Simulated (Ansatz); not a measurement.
`C[Si@@H](O)O[Si@@H](O)F`, charge 0, multiplicity 1.

(1) Give a relaxed structure at PBE0-D4/def2-TZVP (Ansatz 0.2.0). (Best estimate.)

Results:

(1) The calculation gave: 
Z-matrix (Å, degrees):
```
C
Si 1 1.844
H 1 1.092 2 110.6
H 1 1.092 2 110.7 3 120.1
H 1 1.093 2 110.5 3 -119.9
O 2 1.640 1 107.5 3 62.0
O 2 1.650 1 109.7 3 -178.0
H 2 1.486 1 112.6 3 -60.2
H 6 0.959 2 117.8 1 176.6
Si 7 1.615 2 140.6 1 -137.4
O 10 1.621 7 111.8 2 -140.3
F 10 1.601 7 106.5 2 -19.8
H 10 1.467 7 113.2 2 98.6
H 11 0.958 10 119.4 7 42.6
```
This is one stationary point; other conformers may exist.
